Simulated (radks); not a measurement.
Results of a calculation; reference values are marked as such.
Task: The mean radii <r> (bohr) of the occupied orbitals of an atom or ion are listed with their occupations. Level of theory: Dirac Kohn-Sham, exchange-only LDA, spin-unpolarised, spherical densities, finite nucleus; Fermi nuclear charge, rms radius of each element as measured or else 0.836 A^(1/3) + 0.57 fm (a radial shooting solver on a logarithmic mesh with Libxc functionals).

orbital  occ.      <r>
1s1/2       2  0.02784
2s1/2       2   0.1195
2p1/2       2   0.1009
2p3/2       4   0.1064
3s1/2       2   0.3224
3p1/2       2   0.3126
3p3/2       4   0.3241
3d3/2       4   0.2949
3d5/2       6   0.2985
4s1/2       2   0.7650
4p1/2       2   0.8019
4p3/2       4   0.8312
4d3/2       4   0.9676
4d5/2       6   0.9802
5s1/2       2    2.089
5p1/2       2    2.618
5p3/2       2    2.766

Name the element and its charge. Open shells, if any, fill j = l - 1/2 first.

Result: Z = 52, tellurium, charge 0: Te in [Kr] 4d10 5s2 5p4. The 1s radius gives Z: for a bare nucleus <r> = (2 gamma + 1)/(2Z) with gamma = sqrt(1 - (Z/c)^2), 0.02741 bohr for Z = 52, and screening makes it slightly larger (0.02784 here). The occupations add up to 52, and the charge is Z minus that.
